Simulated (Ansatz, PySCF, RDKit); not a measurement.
Complex: CH4O (SMILES CO) (first 6 atoms) with CH6Si (SMILES C[SiH3]); geometry from B3LYP-D3(BJ)/def2-TZVP, rigid monomers moved along the line of their centres of mass till O2···Si8 is 4.59 Å.
(charge 0, multiplicity 1):
```xyz
14

C      0.33690    -0.27053    -0.27642
O      0.52993     0.78422     0.65793
H     -0.21442    -1.10857     0.16176
H      1.32678    -0.62097    -0.56478
H     -0.18588     0.07090    -1.17587
H     -0.33090     1.10812     0.94283
C      1.21356     0.21818     5.30715
Si    -0.50617    -0.43390     4.96487
H      1.68179     0.52441     4.37139
H      1.83334    -0.54953     5.77426
H      1.17893     1.07819     5.97850
H     -1.35943     0.60852     4.33440
H     -1.18009    -0.84699     6.22189
H     -0.47479    -1.60720     4.05901
```

Monomers are frozen at their geometry in the pair; levels with a basis set take the counterpoise correction. Rows marked so take none. RDKit's UFF carries no charges.

Frozen-core correlation. Rows in 6-31G* carry no dispersion term and start afresh at each structure (6-31G* with six Cartesian d functions). MP2/6-31G* freezes PySCF's default core.

Codes used: Ansatz (Gaussian orbitals); PySCF for 6-31G* rows, the dispersion terms; RDKit for the force fields. 

| level | interaction energy (kcal/mol) |
|---|---|
| UFF | -0.58 |
| r2SCAN-D3(BJ)/def2-TZVPPD | -0.95 |
| B3LYP/6-31G* | -0.46 |
| PBE0-D3(BJ)/def2-TZVPPD | -1.03 |
| wB97M-V/def2-TZVPPD | -0.92 |
| MP2/6-31G* | -0.69 |
| MP2/6-31G* (no counterpoise) | ___ |
| SCS-MP2/aug-cc-pV(D+d)Z | ___ |
| CCSD(T)/aug-cc-pV(D+d)Z | -0.89 |

Problem. Some entries are withheld; supply them.

Solution. 
- MP2/6-31G* (no counterpoise), interaction energy (kcal/mol): -1.34
- SCS-MP2/aug-cc-pV(D+d)Z, interaction energy (kcal/mol): -0.78

Ansatz is a program for electronic structure.
